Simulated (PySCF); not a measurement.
MoO3, SMILES [Mo](=[O])(=[O])=[O], multiplicity 1.

The structure is a stationary point at B3LYP-D3(BJ)/def2-TZVP. The multiplicity is an assumed one; other spin states were not compared. The isomer is the one that the SMILES or the coordinates give; other isomers of the formula were not compared. The def2 effective core potentials stand for the cores of Mo; spin–orbit coupling is left out.

All values below come from PBE/def2-TZVPD run with PySCF.

Symmetry labels are those of the subgroup Cs that the program uses (full group C3v).

List the valence orbital energies around the gap with their symmetry. (An estimate is asked for; the answer gives what the named calculation found.)


```tsv
orbital	symmetry	energy (eV)
HOMO−7	A'	-10.69
HOMO−6	A'	-10.15
HOMO−5	A"	-10.15
HOMO−4	A'	-10.02
HOMO−3	A'	-8.31
HOMO−2	A'	-7.76
HOMO−1	A"	-7.76
HOMO	A"	-7.48
LUMO	A'	-5.50
LUMO+1	A"	-3.35
LUMO+2	A'	-3.35
LUMO+3	A'	-1.12
```
